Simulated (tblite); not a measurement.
Species: C5H8N2S2Si.
Geometry (GFN2-xTB, Å), atoms numbered from 1 in this order:
```
atom  x, y, z in Å
C1    -3.4988    0.4844   -0.2068
C2    -2.6020   -0.3474    0.3157
C3    -1.1750   -0.1978    0.2358
N4    -0.5234    0.8154   -0.3937
N5     0.8052    0.6955   -0.3067
C6     1.0333   -0.4076    0.3888
S7     2.6634   -0.8951    0.7076
Si8    3.4930    0.8038   -0.3536
C9    -0.1793   -1.0191    0.7607
S10   -0.3855   -2.4895    1.6832
H11   -4.5533    0.3021   -0.1024
H12   -3.2230    1.3707   -0.7539
H13   -2.9202   -1.2274    0.8578
H14   -0.9280    1.5939   -0.8858
H15    4.9184    0.5403   -0.1769
H16    3.0799    0.6839   -1.7399
H17    3.0649    2.0002    0.3478
H18    0.9215   -2.7001    1.8162
```

Method: GFN2-xTB as coded in tblite; computed harmonic values from a numerical Hessian at the method's own geometry, unscaled. Against measured fundamentals such values can be off by several per cent, at times by over 20. Modes of hydrogen on silicon and sulfur can be 10 to 20 % off. One conformer, not necessarily the lowest.

Harmonic wavenumbers (cm⁻¹): 48.3, 72.3, 87.1, 123.1, 136.6, 175.5, 239.1, 258.3, 269.6, 299.7, 317.1, 412.4, 466.9, 475.3, 506.9, 550.5, 565.3, 572.8, 605.2, 624.7, 693.0, 703.8, 734.8, 781.6, 781.7, 863.8, 876.2, 979.4, 1004.3, 1021.1, 1077.0, 1139.7, 1244.4, 1281.7, 1358.8, 1398.0, 1408.1, 1465.0, 1511.3, 1662.1, 2292.9, 2355.2, 2362.3, 2433.4, 3075.5, 3104.6, 3142.4, 3476.5.

A = 1431, B = 565.7, C = 407.4 MHz; mass 187.990 u (most abundant isotopes); point group Cs, symmetry number 1.

Task: What is the zero-point energy?

Result: ½Σν̃ = 25518 cm⁻¹ = 305.26 kJ/mol.

Task: What is S at 273.15 K and 1 bar for an ideal gas of classical rigid rotors and harmonic oscillators?

Result: Translation 172.34, rotation 129.68, vibration 138.92: S = 440.9 J/(mol K).

Task: And Cp and H(273.15 K) − H(0)?

Result: Cp = 181.88 J/(mol K), of which vibrations give 148.62 (their classical limit is 48 R = 399.1); H(273.15 K) − H(0) = 29.63 kJ/mol without the zero-point energy, 20.55 from vibrations.

Task: What must be added to the electronic energy to get the Gibbs energy at 273.15 K and 1 bar?

Result: ZPE + [H(273.15 K) − H(0)] − T·S = 305.26 + 29.63 − 120.44 = 214.45 kJ/mol.

Task: Blend soft modes into free rotors: weight 1/[1 + (100 cm⁻¹/ν̃)⁴] for the oscillator and the rest for a rotor with moment μB/(μ + B), μ = h/(8π²ν), B = 10⁻⁴⁴ kg m². What vibrational entropy results?

Result: 129.17 J/(mol K) in place of 138.92, which changes −T·S at 273.15 K by +2.66 kJ/mol.

Task: Which modes carry the vibrational entropy at 273.15 K?

Result: 48.3 cm⁻¹: 19.72; 72.3 cm⁻¹: 16.39; 87.1 cm⁻¹: 14.87; 123.1 cm⁻¹: 12.06; 136.6 cm⁻¹: 11.23; 175.5 cm⁻¹: 9.26 J/(mol K); the other 42 give 55.40 together.

Hindered rotation and anharmonicity are outside this model. Other conformers, if any are populated, would add a mixing term that is left out.
